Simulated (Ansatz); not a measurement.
Reaction (ligand exchange at the Si–S bond): `O[SiH2]S[SiH](O)O` + `O[Si](F)(Cl)Cl` → `O[SiH2]O[Si](F)(Cl)Cl` + `O[SiH](O)S`

Program: Ansatz. Geometries: PBE0-D4/def2-TZVP. ΔE: electronic, gas phase. CCSD(T)/CBS is the MP2 limit (def2-TZVPP, def2-QZVPP) plus CCSD(T) − MP2 in def2-TZVPP, frozen cores. Functionals use def2-TZVPP. B3LYP here is the variant with VWN-RPA as its local correlation; programs differ in this. Each species was taken in one conformer, which may not be the lowest.

`O[SiH2]S[SiH](O)O`:

```xyz
12

O     1.836   -0.612    1.241
Si    0.333   -0.504    1.876
S    -1.186   -0.964    0.422
Si   -0.624    0.547   -0.967
O     0.950    0.401   -1.425
O    -1.564    0.398   -2.294
H     1.951   -0.179    0.386
H     0.064    0.859    2.398
H     0.209   -1.521    2.941
H    -0.687    1.885   -0.349
H     1.149   -0.318   -2.031
H    -2.433    0.007   -2.197
```

`O[Si](F)(Cl)Cl`:

```xyz
6

O     0.940    0.924   -0.145
Si   -0.273   -0.100    0.136
F    -1.565    0.312   -0.674
Cl    0.194   -1.987   -0.436
Cl   -0.705   -0.017    2.099
H     1.410    0.869   -0.979
```

`O[SiH2]O[Si](F)(Cl)Cl`:

Z-matrix (Å, degrees):
```
Si
O 1 1.647
O 1 1.632 2 111.5
H 1 1.475 2 109.1 3 -116.7
H 1 1.480 2 105.2 3 121.5
Si 2 1.597 1 148.0 3 55.5
H 3 0.958 1 119.1 2 71.1
F 6 1.578 2 109.5 1 -89.4
Cl 6 2.022 2 111.4 1 29.8
Cl 6 2.017 2 109.9 1 152.3
```

`O[SiH](O)S`:

Z-matrix (Å, degrees):
```
Si
O 1 1.629
S 1 2.137 2 115.3
O 1 1.641 2 106.1 3 -122.0
H 1 1.476 2 107.0 3 115.4
H 2 0.959 1 117.6 3 88.8
H 3 1.345 1 94.4 2 -64.7
H 4 0.959 1 116.5 2 161.4
```

```csv
level,ΔE (kJ/mol),difference from CCSD(T)/CBS
B3LYP-D4,-50.9,-2.4
ωB97X-V,-47.4,1.1
B2PLYP,-53.5,-5.0
PBE,-32.9,15.6
HF/def2-TZVPP,-77.2,-28.7
CCSD/def2-TZVPP,-56.7,-8.2
CCSD(T)/def2-TZVPP,-51.1,-2.6
HF/def2-QZVPP,-80.0,-31.5
HF/CBS(def2),-80.4,-31.9
CCSD/CBS(def2),-54.1,-5.6
CCSD(T)/CBS,-48.5,0
```

Largest T1 diagnostic among the species: 0.012.

From PBE to PBE0 (25 % exact exchange), in def2-TZVPP and without D4, ΔE moves by −5.5 kJ/mol. The D4 term adds +4.7 kJ/mol with B3LYP and +2.1 kJ/mol with PBE0; it sums over pairs of atoms, weighted by their polarisabilities, and B3LYP, whose exchange is more repulsive, gets the larger term.
